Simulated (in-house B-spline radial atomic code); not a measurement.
A fraction x of an electron is removed from 4p in Ag3+, starting from [Kr] 4d8 and keeping the highest spin. Method: scalar-relativistic (X2C) revTPSS, spin-polarised, spherical fractional occupations, Fermi nucleus of rms radius 4.5454 fm. Calculated with a B-spline radial code for spherical atoms.

```json
{"x": "0", "E(x) - E(0) (eV)": "0.0000", "4p down level (eV)": "-96.211"}
{"x": "0.08", "E(x) - E(0) (eV)": "7.7521", "4p down level (eV)": "-97.592"}
{"x": "0.18", "E(x) - E(0) (eV)": "17.5981", "4p down level (eV)": "-99.329"}
{"x": "0.28", "E(x) - E(0) (eV)": "?", "4p down level (eV)": "?"}
{"x": "0.43", "E(x) - E(0) (eV)": "42.9780", "4p down level (eV)": "-103.722"}
{"x": "0.5", "E(x) - E(0) (eV)": "50.2820", "4p down level (eV)": "-104.963"}
{"x": "0.61", "E(x) - E(0) (eV)": "?", "4p down level (eV)": "?"}
{"x": "0.74", "E(x) - E(0) (eV)": "75.9876", "4p down level (eV)": "-109.260"}
{"x": "0.8", "E(x) - E(0) (eV)": "82.5757", "4p down level (eV)": "-110.343"}
{"x": "0.88", "E(x) - E(0) (eV)": "91.4611", "4p down level (eV)": "-111.792"}
{"x": "1", "E(x) - E(0) (eV)": "105.0072", "4p down level (eV)": "-113.978"}
```

(1) What belongs in the row x = 0.28?

(2) What belongs in the row x = 0.61?

(3) Check Janak's theorem between x = 0.08 and 0.18.

Answers

(1) An energy change of 27.6184 eV; 4p down at -101.078 eV.

(2) An energy change of 61.9358 eV; 4p down at -106.925 eV.

(3) The slope of the energy is 98.46 eV; the orbital levels give 98.46 eV (-ε of the emptying orbital, averaged over the two points).
